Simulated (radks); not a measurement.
The numbers below are computed, except where a source is named.
Polarisability of the fluorine ion F2+, [He] 2s2 2p3, at imaginary frequency. Level of theory: scalar-relativistic Kohn-Sham, LDA (Slater exchange, VWN5 correlation), spin-unpolarised, spherical densities, finite nucleus; Fermi nuclear charge, rms radius 2.8976 fm (a radial shooting solver on a logarithmic mesh with Libxc functionals). Response by self-consistent Sternheimer equations with the Hartree and adiabatic LDA kernel, the relativistic mass of each level held fixed and spin-orbit coupling left out.

w (hartree),alpha1(iw) (bohr^3)
0.00266,1.175
0.0143,1.174
0.0360,1.173
0.0697,1.170
0.118,1.163
0.186,1.146
0.280,1.113
0.413,1.054
0.605,0.9563
0.892,0.8138
1.35,0.6302
2.12,0.4218
3.59,0.2241
6.94,0.08268
17.5,0.01654

Static values: alpha1 = 1.175 bohr^3 (0.1740 angstrom^3; uncoupled 1.607). C6 = 1.550, triple-dipole C9 = 1.275 atomic units. One-pole (London) frequency 4 C6 / (3 alpha1^2) = 1.498 hartree, against 1.805 for minus the highest occupied eigenvalue.
